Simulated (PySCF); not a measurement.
Computed shifts of a molecule C5H8Si, PySCF with PBE/pcSseg-1, GIAO, gas phase, atoms alike by connectivity averaged where their shifts nearly agree, in ppm (number of nuclei): ¹³C: 152.4 (1), 138.2 (1), 135.4 (1), 124.3 (1), 12.1 (1). ²⁹Si: -61.6 (1). ¹H: 7.09 (1), 6.42 (1), 6.25 (1), 6.25 (1), 4.95 (1), 4.75 (1), 2.26 (1), 1.98 (1). References: ¹³C against TMS (σ = 182.0 ppm); ²⁹Si against TMS (σ = 335.4 ppm); ¹H against TMS (σ = 31.49 ppm), references at their B3LYP-D3(BJ)/def2-TZVP geometries, non-relativistic. Coordinates come from a B3LYP-D3(BJ)/def2-SVP optimisation. One conformer was computed; it need not be the lowest.

Task: Pick the molecule that these values belong to.
A) CC1=C[SiH2]C=C1
B) C#CC(=C)[SiH2]C
C) C1=CC[SiH2]C=C1
D) C#C[SiH2]C1CC1

Result: C, C1=CC[SiH2]C=C1
